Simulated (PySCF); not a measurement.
C2H6NO (SMILES CC([NH3+])=O), charge +1, singlet, geometry from GFN2-xTB; DF-SVWN5/aug-cc-pVDZ (PySCF).

Input for PySCF:
```python
from pyscf import gto, scf, dft
import numpy

mol = gto.Mole()
mol.atom = '''
    O     0.41974200    1.33598813    0.18594172
    C    -0.05433820    0.28311540    0.03863750
    N     1.00959146   -0.91424379   -0.16218644
    C    -1.41945678   -0.23474152    0.00307779
    H     0.77324402   -1.74122776    0.39821567
    H    -2.11338732    0.59558687   -0.12576523
    H    -1.57243450   -0.96617115   -0.78766538
    H    -1.65640409   -0.71484187    0.95515845
    H     1.93981953   -0.56467732    0.10965851
    H     1.04685615   -1.18711072   -1.15212253
'''
mol.basis = 'aug-cc-pvdz'
mol.charge = 1
mol.verbose = 4
mol.build()
print('smallest overlap eigenvalue', numpy.linalg.eigvalsh(mol.intor('int1e_ovlp'))[0])

mf = dft.RKS(mol)
mf.xc = 'lda,vwn'
mf = mf.density_fit(auxbasis='def2-universal-jkfit')
mf = scf.addons.remove_linear_dep_(mf, threshold=1e-6, lindep=1e-6)
mf.kernel()
mf.analyze()
```

Output, abridged:

```
PySCF version 2.14.0

[INPUT] verbose = 4
[INPUT] num. atoms = 10
[INPUT] num. electrons = 32
[INPUT] charge = 1
[INPUT] spin (= nelec alpha-beta = 2S) = 0
[INPUT] symmetry False subgroup None
[INPUT] Mole.unit = angstrom
[INPUT] Symbol           X                Y                Z      unit          X                Y                Z       unit  Magmom
[...]
nuclear repulsion = 128.028934480667
number of shells = 62
number of NR pGTOs = 206
number of NR cGTOs = 146
basis = aug-cc-pvdz
ecp = {}
input.py:26: DeprecationWarning: remove_linear_dep_ is deprecated and will be removed in a future release. Linear dependency handling is now built into the SCF procedure by default. Linear dependency removal can be controlled using the following settings:
  pyscf.scf.hf.remove_overlap_zero_eigenvalue = True
  pyscf.scf.hf.overlap_zero_eigenvalue_threshold = 1e-6

  mf = scf.addons.remove_linear_dep_(mf, threshold=1e-6, lindep=1e-6)
smallest overlap eigenvalue 7.838502823905262e-05

******** <class 'pyscf.df.df_jk.DFRKS'> ********
method = DFRKS
initial guess = minao
damping factor = 0
level_shift factor = 0
DIIS = <class 'pyscf.scf.diis.CDIIS'>
diis_start_cycle = 1
diis_space = 8
diis_damp = 0
SCF conv_tol = 1e-09
SCF conv_tol_grad = None
SCF max_cycles = 50
direct_scf = False
XC library pyscf.dft.libxc version 7.1.2
    S. Lehtola, C. Steigemann, M. J. T. Oliveira, and M. A. L. Marques,  SoftwareX 7, 1–5 (2018)
XC functionals = lda,vwn
    P. A. M. Dirac,  Math. Proc. Cambridge Philos. Soc. 26, 376 (1930)
    F. Bloch,  Z. Phys. 57, 545 (1929)
    S. H. Vosko, L. Wilk, and M. Nusair,  Can. J. Phys. 58, 1200 (1980)
radial grids:
    Treutler-Ahlrichs [JCP 102, 346 (1995); DOI:10.1063/1.469408] (M4) radial grids

becke partition: Becke, JCP 88, 2547 (1988); DOI:10.1063/1.454033
pruning grids: <function nwchem_prune>
grids dens level: 3
symmetrized grids: False
atomic radii adjust function: <function treutler_atomic_radii_adjust>
small_rho_cutoff = 0
Set gradient conv threshold to 3.16228e-05
Initial guess from minao.
tot grids = 115072
init E= -208.435388426945
[...]
cycle= 1 E= -207.677020614224  delta_E= 0.758  |g|= 0.838  |ddm|= 4.28
[...]
cycle= 2 E= -206.266117529739  delta_E= 1.41  |g|= 2.68  |ddm|= 3.38
[...]
cycle= 3 E= -207.807993579475  delta_E= -1.54  |g|= 0.29  |ddm|= 2.89
[...]
cycle= 4 E= -207.823611555655  delta_E= -0.0156  |g|= 0.145  |ddm|= 0.376
[...]
cycle= 5 E= -207.828083362363  delta_E= -0.00447  |g|= 0.0207  |ddm|= 0.106
[...]
cycle= 6 E= -207.828169489747  delta_E= -8.61e-05  |g|= 0.00945  |ddm|= 0.0322
[...]
cycle= 7 E= -207.82818956118  delta_E= -2.01e-05  |g|= 0.00221  |ddm|= 0.00887
[...]
cycle= 8 E= -207.828190500389  delta_E= -9.39e-07  |g|= 0.000667  |ddm|= 0.00218
[...]
cycle= 9 E= -207.828190607369  delta_E= -1.07e-07  |g|= 0.000141  |ddm|= 0.000702
[...]
cycle= 10 E= -207.828190611725  delta_E= -4.36e-09  |g|= 1.53e-05  |ddm|= 0.000143
[...]
cycle= 11 E= -207.828190611787  delta_E= -6.2e-11  |g|= 3.37e-06  |ddm|= 2.57e-05
[...]
Extra cycle  E= -207.828190611787  delta_E= 5.68e-13  |g|= 3.89e-06  |ddm|= 9.41e-06
converged SCF energy = -207.828190611787
**** SCF Summaries ****
Total Energy =                        -207.828190611786852
Nuclear Repulsion Energy =             128.028934480667203
One-electron Energy =                 -529.275533823936712
Two-electron Energy =                  193.418408731482657
Two-electron Coulomb Energy =          219.930862677130762
DFT Exchange-Correlation Energy =      -26.512453945648097
HOMO-LUMO gap [eV] =                     5.133330094216191
**** MO energy ****
[...]
 ** Mulliken pop on meta-lowdin orthogonal AOs  **
 ** Mulliken pop  **
 ** Mulliken atomic charges  **
charge of    0O =     -0.22177
charge of    1C =      0.44411
charge of    2N =     -0.30771
charge of    3C =     -0.42042
charge of    4H =      0.30586
charge of    5H =      0.20188
charge of    6H =      0.17677
charge of    7H =      0.19783
charge of    8H =      0.31226
charge of    9H =      0.31119

WARN: System has nonzero charge 1; the dipole moment is origin-dependent.
Location of origin: [0. 0. 0.]

Dipole moment(X, Y, Z, Debye):  1.23143, -5.05765, -0.75305
```
